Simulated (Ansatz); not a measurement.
Cartesian coordinates in Å:
```
O -0.112 1.937 1.380
Si 0.471 0.579 0.695
Cl 2.301 0.397 1.586
N -0.509 -0.829 0.718
Si -0.415 -1.032 -1.001
N 0.463 0.464 -1.016
H -0.987 2.200 1.087
H -0.804 -1.433 1.461
H -1.720 -1.007 -1.714
H 0.339 -2.226 -1.468
H 0.974 0.948 -1.729
```

The species carries charge 0 and has multiplicity 1.

(1) List the ωB97M-V/def2-TZVPP orbital energies in eV (the Gaussian-basis code of Ansatz). (Best estimate.)

Results:

(1) The calculation gave: Occupied: -2771.59, -1808.45, -1807.55, -526.34, -394.04, -394.04, -262.01, -199.47, -199.36, -199.35, -149.26, -148.51, -103.42, -103.38, -103.38, -102.66, -102.63, -102.60, -31.21, -27.48, -25.49, -25.38, -18.75, -18.28, -16.79, -14.63, -14.33, -14.03, -13.90, -12.90, -12.13, -12.01, -11.57, -11.53, -10.28, -9.86. Lowest empty: 1.59, 2.03, 2.99, 3.09, 3.41, 3.64, 4.44, 4.63.
